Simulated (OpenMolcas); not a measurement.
## How basis sets differ on CH6B2O (SMILES BB(C)O)

CH6B2O has 10 atoms, charge 0, and is taken as a singlet. SMILES: `BB(C)O`. Geometry: relaxed at PBE0-D4/def2-TZVP. This is one conformer, not always the lowest.

Each level gives the HOMO–LUMO gap (eV). The values are calculated.

```
                       level          kind     program  value (eV)  CPU time
           HF/ANO-R0 (sfX2C)  Hartree–Fock  OpenMolcas       12.69     1.9 s
        HF/ANO-RCC-MB (DKH2)  Hartree–Fock  OpenMolcas       13.91     3.2 s
                   HF/STO-3G  Hartree–Fock  OpenMolcas       15.76     1.2 s
                    HF/3-21G  Hartree–Fock  OpenMolcas       12.94     1.6 s
HF/ANO-S-VDZP (RICD fitting)  Hartree–Fock  OpenMolcas       12.21     3.8 s
                 HF/def2-SVP  Hartree–Fock  OpenMolcas       12.86     5.2 s
```

The values span 12.21 to 15.76 eV. A Hartree–Fock LUMO above zero doesn't converge with the basis: it sinks as sets grow more diffuse. Orbital gaps aren't excitation energies. Times are those of the runs behind each value, whatever else they computed, on shared processors of several kinds: orders of magnitude only.
